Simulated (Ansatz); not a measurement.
Program: Ansatz. Geometries: PBE0-D4/def2-TZVP. ΔE: electronic, gas phase. CCSD(T)/CBS adds triple-zeta CCSD(T) − MP2 to the extrapolated MP2 energy (def2 sets, frozen cores). This one scheme is used for every species. Functionals use def2-TZVPP. B3LYP here is the variant with VWN-RPA as its local correlation; programs differ in this. One conformer a species, not always the lowest.

Reaction (ligand exchange at the Si–N bond): `O[SiH2][NH][AlH2]` + `[SiH3][SiH2]S` → `O[SiH2]S[SiH2][SiH3]` + `[NH2][AlH2]`

| level | ΔE (kcal/mol) | difference from CCSD(T)/CBS |
| --- | --- | --- |
| r2SCAN-D4 | -1.8 | -1.0 |
| PBE0-D4 | -2.6 | -1.8 |
| B3LYP-D4 | -1.1 | -0.3 |
| ωB97X-V | -0.7 | 0.1 |
| ωB97M-V | -0.9 | -0.1 |
| B2PLYP | 0.2 | 1.0 |
| PBE | -2.4 | -1.6 |
| r2SCAN | -1.4 | -0.6 |
| PBE0 | -1.6 | -0.8 |
| B3LYP | 0.6 | 1.4 |
| HF/def2-TZVPP | 3.1 | 3.9 |
| SCS-MP2/def2-TZVPP | 0.4 | 1.2 |
| MP2/def2-QZVPP | -1.3 | -0.5 |
| SCS-MP2/def2-QZVPP | -0.1 | 0.7 |
| HF/CBS(def2) | 3.3 | 4.1 |
| MP2/CBS(def2) | -1.8 | -1.0 |
| CCSD(T)/CBS | -0.8 | 0 |

Largest T1 diagnostic among the species: 0.012.

The D4 term adds −1.7 kcal/mol with B3LYP and −1.0 kcal/mol with PBE0; it sums over pairs of atoms, weighted by their polarisabilities, and B3LYP, whose exchange is more repulsive, gets the larger term. From PBE to PBE0 (25 % exact exchange), in def2-TZVPP and without D4, ΔE moves by +0.8 kcal/mol.
